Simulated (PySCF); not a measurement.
H$_{3}$Ga, singlet, geometry from GFN2-xTB (such geometries of metal compounds can be far from the true shape); DF-R2SCAN/6-31G* run with PySCF.

The PySCF input:
```python
from pyscf import gto, scf, dft

mol = gto.Mole()
mol.atom = '''
    Ga    0.00000000   -0.00000000    0.00000000
    H     0.66218224   -0.42756453    1.35383279
    H    -0.30059287    1.51137788   -0.28202977
    H    -0.36158937   -1.08381336   -1.07180302
'''
mol.basis = '6-31g*'
mol.verbose = 4
mol.build()

mf = dft.RKS(mol)
mf.xc = 'r2scan'
mf = mf.density_fit(auxbasis='def2-universal-jkfit')
mf.kernel()
```

What the program printed (banner, timings and long lists left out):

```
PySCF version 2.14.0

[INPUT] verbose = 4
[INPUT] num. atoms = 4
[INPUT] num. electrons = 34
[INPUT] charge = 0
[INPUT] spin (= nelec alpha-beta = 2S) = 0
[INPUT] symmetry False subgroup None
[INPUT] Mole.unit = angstrom
[INPUT] Symbol           X                Y                Z      unit          X                Y                Z       unit  Magmom
[INPUT]  1 Ga     0.000000000000   0.000000000000   0.000000000000 AA    0.000000000000   0.000000000000   0.000000000000 Bohr   0.0
[INPUT]  2 H      0.662182240000  -0.427564530000   1.353832790000 AA    1.251343078151  -0.807979862278   2.558373191556 Bohr   0.0
[INPUT]  3 H     -0.300592870000   1.511377880000  -0.282029770000 AA   -0.568038199297   2.856090263926  -0.532959024274 Bohr   0.0
[INPUT]  4 H     -0.361589370000  -1.083813360000  -1.071803020000 AA   -0.683304878854  -2.048110420545  -2.025414167282 Bohr   0.0

nuclear repulsion = 31.9997538790555
number of shells = 18
number of NR pGTOs = 107
number of NR cGTOs = 38
basis = 6-31g*
ecp = {}

******** <class 'pyscf.df.df_jk.DFRKS'> ********
method = DFRKS
initial guess = minao
damping factor = 0
level_shift factor = 0
DIIS = <class 'pyscf.scf.diis.CDIIS'>
diis_start_cycle = 1
diis_space = 8
diis_damp = 0
SCF conv_tol = 1e-09
SCF conv_tol_grad = None
SCF max_cycles = 50
direct_scf = False
XC library pyscf.dft.libxc version 7.1.2
    S. Lehtola, C. Steigemann, M. J. T. Oliveira, and M. A. L. Marques,  SoftwareX 7, 1–5 (2018)
XC functionals = r2scan
    J. W. Furness, A. D. Kaplan, J. Ning, J. P. Perdew, and J. Sun,  J. Phys. Chem. Lett. 11, 8208–8215 (2020)
    J. W. Furness, A. D. Kaplan, J. Ning, J. P. Perdew, and J. Sun,  J. Phys. Chem. Lett. 11, 9248–9248 (2020)
    J. W. Furness, A. D. Kaplan, J. Ning, J. P. Perdew, and J. Sun,  J. Phys. Chem. Lett. 11, 8208–8215 (2020)
    J. W. Furness, A. D. Kaplan, J. Ning, J. P. Perdew, and J. Sun,  J. Phys. Chem. Lett. 11, 9248–9248 (2020)
radial grids:
    Treutler-Ahlrichs [JCP 102, 346 (1995); DOI:10.1063/1.469408] (M4) radial grids

becke partition: Becke, JCP 88, 2547 (1988); DOI:10.1063/1.454033
pruning grids: <function nwchem_prune>
grids dens level: 3
symmetrized grids: False
atomic radii adjust function: <function treutler_atomic_radii_adjust>
small_rho_cutoff = 0
Set gradient conv threshold to 3.16228e-05
Initial guess from minao.
tot grids = 50328
init E= -1925.65621621444
  HOMO = -0.319580608302762  LUMO = -0.104713443498416  gap/eV = 5.84683
cycle= 1 E= -1926.28595398081  delta_E= -0.63  |g|= 0.528  |ddm|= 1.72
  HOMO = -0.285876070685949  LUMO = -0.101568044591326  gap/eV = 5.01528
cycle= 2 E= -1926.26130623003  delta_E= 0.0246  |g|= 0.752  |ddm|= 0.615
  HOMO = -0.278666061375224  LUMO = -0.0845550137519  gap/eV = 5.28203
cycle= 3 E= -1926.3158056414  delta_E= -0.0545  |g|= 0.0137  |ddm|= 0.346
  HOMO = -0.282652199135982  LUMO = -0.0843669259231836  gap/eV = 5.39562
cycle= 4 E= -1926.31589093622  delta_E= -8.53e-05  |g|= 0.00407  |ddm|= 0.0346
  HOMO = -0.283177733289986  LUMO = -0.0852308945587712  gap/eV = 5.38641
cycle= 5 E= -1926.31589683868  delta_E= -5.9e-06  |g|= 0.000608  |ddm|= 0.00902
  HOMO = -0.282999964844615  LUMO = -0.0850914016250002  gap/eV = 5.38537
cycle= 6 E= -1926.31589689968  delta_E= -6.1e-08  |g|= 1.24e-05  |ddm|= 0.000695
  HOMO = -0.282995039093632  LUMO = -0.0850875563127818  gap/eV = 5.38534
cycle= 7 E= -1926.31589689974  delta_E= -5.96e-11  |g|= 5.65e-07  |ddm|= 2.53e-05
  HOMO = -0.282994704175832  LUMO = -0.0850872915289562  gap/eV = 5.38534
Extra cycle  E= -1926.31589689974  delta_E= 3.87e-12  |g|= 2.96e-07  |ddm|= 1.62e-06
converged SCF energy = -1926.31589689974
```
